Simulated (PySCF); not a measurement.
Correlation energy of Se²⁺ (selenium, charge +2)

[Ar] 3d10 4s2 4p2, high-spin 3P determinant. Computed with PySCF 2.14 in 6-31G* (5s4p3d, 32 functions), with the non-relativistic Hamiltonian (point nucleus). Frozen: [Ar] 3d10; 4 electrons correlated.

MP2 pair energies summed by pair of shells (mhartree):

```
 pair  energy  share (%)
4s-4p  -26.92       61.3
4s-4s  -12.50       28.4
4p-4p   -4.51       10.3
```

Total MP2 correlation energy: -43.93 mhartree.

Same-spin part -6.79 and opposite-spin part -37.14 mhartree; SCS-MP2 scales them by 1/3 and 6/5 to -46.84 mhartree.

```
  level  correlation energy (mhartree)
   CCSD                         -61.11
    (T)                          -0.61
CCSD(T)                         -61.72
```

Diagnostics: T1 = 0.0060, D1 = 0.0168, largest double amplitude 0.100.

Question: Is a single reference adequate?

Answer: Mostly. T1 lies below 0.03, but a double amplitude of this size points to a near-degeneracy that CCSD handles and MP2 describes poorly.
